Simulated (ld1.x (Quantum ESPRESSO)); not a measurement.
## What one change does to a pseudopotential (chlorine (Cl), TM)

ld1.x (Quantum ESPRESSO) 7.5 input, shortened:

```
&input
   title='Cl', zed=17., rel=0, dft='PZ', iswitch=3,
   config='[Ne] 3s2 3p5 3d-2'
 /
 &inputp
   pseudotype=2, tm=.true., lloc=1,
   nlcc=.false.
 /
3
3S  1  0   2.00   0.00  1.35  1.35  0.0
3D  3  2  -2.00   0.45  1.05  1.05  0.0
3P  2  1   5.00   0.00  1.20  1.20  0.0
 &test
   configts(1)='3s2 3p5'
 /
```

All-electron outer shells of the reference configuration (LDA (PZ), non-relativistic, ld1.x):

```tsv
shell	level (eV)	outermost node (bohr)	outermost maximum (bohr)
2p	-191.57	–	0.30
3s	-20.53	0.56	1.29
3p	-8.72	0.53	1.43
```

Change: scalar-relativistic.

Cutoffs: the cutoffs (Ry, on a coarse ladder) from which the occupation-weighted sum of valence levels, in a spherical-Bessel basis at the reference potential, stays within 10 and 1 mRy of its value at 400 Ry; they do not see the model core or the augmentation charge, which bear on the density cutoff. Errors are all-electron minus pseudo energies relative to the spin-unpolarised reference configuration.

Question: How do hardness, ghosts and transferability respond?

Answer: The potential gets neither clearly harder nor softer (60 Ry and 110 Ry → 60 Ry and 110 Ry); of the 9 tests that both files solve, the error grows in 0 and shrinks in 3 by more than 15 % and 0.3 meV (median size 17.2 → 17.1 meV); neither file shows a bound ghost.

```tsv
quantity	base	changed
cutoff, loose	60 Ry	60 Ry
cutoff, tight	110 Ry	110 Ry
bound ghosts	none	none
error for 3s2 3p4, meV [ΔE 13.99 → 13.97 eV]	+5.3	+4.1
error for 3s2 3p3, meV [ΔE 39.53 → 39.50 eV]	+35	+32
error for 3s2 3p2, meV [ΔE 77.93 → 77.89 eV]	+122	+116
error for 3s1 3p5, meV [ΔE 26.39 → 26.57 eV]	+12	+10
error for 3s2 3p4.5, meV [ΔE 5.64 → 5.63 eV]	+1.0	+0.5
error for 3s2 3p1, meV [ΔE 130.30 → 130.27 eV]	+321	+311
error for 3s2 3p5.3, meV [ΔE -2.18 eV]	+0.2	+0.4
error for 3s2 3p5 (spin-polarised), meV [ΔE -0.19 eV]	+17	+17
error for 3s2 3p4 (spin-polarised), meV [ΔE 13.11 → 13.09 eV]	+95	+93
s: phases at 1.51 bohr within 0.05 rad from the reference energy up to (Ry; the scan ends near 5)	to the end of the scan	to the end of the scan
p: phases at 1.51 bohr within 0.05 rad from the reference energy up to (Ry; the scan ends near 5)	to the end of the scan	to the end of the scan
d: phases at 1.51 bohr within 0.05 rad from the reference energy up to (Ry; the scan ends near 5)	to the end of the scan	to the end of the scan
```
